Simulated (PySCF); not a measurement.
**Dipole response of Mn²⁺ (manganese, charge +2)**

[Ar] 3d4 4s1, high-spin 6D determinant (an excited configuration). Calculation: PySCF 2.14, in ANO-RCC-VTZP (6s5p3d2f1g, 59 functions); the spin-free X2C one-electron Hamiltonian (Gaussian nucleus). Coupled (time-dependent) response in atomic units; α is the mean over directions. The basis has no added diffuse functions, which lowers α and C₆.

```tsv
method	mean α (bohr³)	α xx, yy, zz	C₆ (like pair)	S(−4)
MN15	20.32	20.88, 20.88, 19.21	82.63	380.5
```

S(−4) is the Cauchy moment in α(ω) = α(0) + S(−4) ω² + …

α(iu) at MN15:

```
u (hartree)  α(iu) (bohr³)
          0          20.32
     0.0500          19.42
      0.100          17.18
      0.200          12.04
      0.300          8.408
      0.500          4.851
      0.750          3.118
       1.00          2.315
       1.50          1.534
       2.00          1.124
       3.00         0.6811
       5.00         0.3232
```

A single London oscillator, α(iu) = α/(1 + u²/ω²), gives C₆ = (3/4) ω α². Matching the computed C₆ needs ω = 4 × 82.63 / (3 × 20.32²) = 0.267 hartree.

For an ion, C₆ is the dispersion term alone; charge-induced terms of lower order in 1/R come first.

The components differ because the open shell of this determinant is not spherical; for a pure term their mean is the scalar polarisability.
